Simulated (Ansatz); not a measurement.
Basis-set extrapolation for `CC(C)[Si](Cl)(C(C)C)C(C)C` (PBE0-D4/def2-TZVP geometry, frozen core, Ansatz). Multiplicity 1, RHF reference.

```
                       def2-TZVPP    def2-QZVPP
                 HF  -1101.702458  -1101.740257
    MP2 correlation     -1.915502     -2.042489
CCSD(T) correlation     -2.120180       not run
```

Energies in hartree. Use E(X) = E(∞) + A·exp(−7.88·√X) for Hartree–Fock and E(X) = E(∞) + B·X^(−2.97) for correlation, with X = 3 and 4, and add CCSD(T) minus MP2 of the smaller set to the MP2 limit.

Q: What is the CCSD(T) energy at the basis-set limit?

A: HF limit: -1101.740257 + (-0.037799) × 0.13774 = -1101.74546. MP2 limit: -2.042489 + (-0.126987) × 0.74074 = -2.13655. Higher-order term: -2.120180 − (-1.915502) = -0.20468. Total: -1104.08669 hartree, 165.7 kcal/mol below CCSD(T)/def2-TZVPP.
